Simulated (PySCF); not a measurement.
P, quartet. Base run: PBE/def2-SVP (PySCF).

PySCF was given this input:
```python
from pyscf import gto, scf, dft

mol = gto.M(
    atom='''
P     0.000000    0.000000    0.000000
''',
    basis='def2-svp',
    charge=0,
    spin=3,
    verbose=4,
)

mf = dft.UKS(mol)
mf.xc = 'pbe'
mf.kernel()
```

Variants of this job, named by their change:

```tsv
change	E (Eh)	HOMO (eV)	<S^2>
base	-340.98790	-6.05	3.750
functional = b97m_v	-341.05618	-6.21	3.752
functional = mn12l	-341.08746	-6.48	3.752
functional = wb97x_v	-341.08795	-9.57	3.750
functional = wb97m_v	-341.12697	-9.18	3.750
functional = b3lyp5	-341.10926	-6.81	3.750
functional = lc_wpbe	-341.04301	-10.19	3.750
functional = m06	-341.13280	-6.88	3.751
functional = bp86	-341.17839	-6.10	3.750
functional = b3lyp	-341.16598	-6.90	3.750
functional = r2scan	-341.12608	-6.57	3.750
functional = pw6b95	-341.43851	-7.27	3.750
functional = pw91,pw91	-341.13201	-6.08	3.750
```

Total energies compare only within one method and basis.

Open shells are given as the SCF converged; they aren't shown to be the lowest states, and a large step between rows can be another state.
